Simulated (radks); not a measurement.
V+, configuration [Ar] 3d4. Method: Dirac Kohn-Sham, LDA (Slater exchange, Perdew-Wang correlation), spin-unpolarised, spherical densities, finite nucleus; open shells fill j = l - 1/2 first; Fermi nuclear charge, rms radius 3.6002 fm; computed with a radial shooting solver on a logarithmic mesh with Libxc functionals.

Spin-orbit splittings of the eigenvalues, e(l+1/2) - e(l-1/2), with zeta = 2 splitting/(2l+1) and mean radii in bohr:

shell  occ.  splitting (eV)  zeta (eV)  <r> j=l-1/2  <r> j=l+1/2
2p        6           7.086      4.724       0.2725       0.2753
3p        6          0.8197     0.5465        1.025        1.034
3d        4         0.05871    0.02348        1.545        1.552
